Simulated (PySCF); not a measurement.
A geometry optimisation on [Se2]2-.

Computed with PBE0-D3(BJ)/def2-SVP geometry optimisation, gas phase (PySCF 2.14.0). Start geometry: GFN2-xTB. The input is one job of a driver script: a line of settings, then coordinates in Å.

Input:
```
{"job": {"xc": "PBE0", "basis": "def2-SVP", "d3": "d3bj", "grid": 1, "maxiter": 40, "kind": "geom"}, "charge": -2, "multiplicity": 1}
Se    -0.754590     0.920060    -0.052980
Se     0.754590    -0.920060     0.052980
```

Output:
```
step   0  E = -4801.83799627  max force = 0.015205
step   1  E = -4801.83982003  max force = 0.002050
step   2  E = -4801.83987998  max force = 0.000547
step   3  E = -4801.83991453  max force = 0.002778
step   4  E = -4801.83994673  max force = 0.002045
step   5  E = -4801.83993433  max force = 0.000680
step   6  E = -4801.83995473  max force = 0.000081
optimisation converged
```

Energies in Eh; «max force» is the largest Cartesian gradient component in Eh/bohr.

Question: How much energy does the optimisation release, in eV?

Answer: E(step 0) − E(last step) = 0.001958 Eh, which is 0.053 eV.

Main results: final energy -4801.83995 Eh after 6 steps.

Question: Give the final coordinates.

Answer: 0.049 Å rms from the input after alignment:
```
atom  x, y, z in Å
Se1   -0.8782    0.8751    0.0008
Se2    0.8782   -0.8751   -0.0008
```

The ion is multiply charged and computed in the gas phase, without counter-ions or solvent; whether it holds all its electrons wasn't checked.

The run took 8.1 s on Arm Neoverse V2, one thread (shared host).
Labels such as C1 count atoms from 1, the log's own numbers from 0.
